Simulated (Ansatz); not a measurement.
Frontier orbitals of Cl$_{3}$H$_{3}$InN (`[NH3+][In-]([Cl])([Cl])[Cl]`).

```xyz
8

N     1.033    0.221   -0.414
In   -1.048   -0.224    0.420
Cl   -0.540   -0.052    2.685
Cl   -2.189    1.540   -0.583
Cl   -1.317   -2.353   -0.482
H     1.369   -0.566   -0.960
H     1.687    0.392    0.344
H     1.006    1.042   -1.010
```

Total charge 0; spin multiplicity 1. Correlated methods include outer-core shells of In, which these sets cover unevenly. In takes the def2 core potential. Geometry: relaxed with PBE0-D4/def2-TZVP. It is one conformer, not always the lowest. Basis def2-TZVPP, Ansatz 0.2.0.

Orbital energies of one run (eV). Highest occupied ones, from the top: -8.97, -9.05, -9.05, -9.15, -9.15, -9.29, -10.32, -10.32, -11.12, -13.41, -16.18, -16.18, -21.72, -21.72. Empty: -1.50, -0.10, 1.33, 1.33, 1.58, 2.09.

Q: Which functional gave them?
A. ωB97M-V
B. CAM-B3LYP
C. r2SCAN0
D. B3LYP

A: C. HOMO energies: r2SCAN0 -8.97, ωB97M-V -11.00, CAM-B3LYP -10.09, B3LYP -8.42 eV.

B3LYP here is the variant with VWN-RPA as its local correlation; programs differ in this.
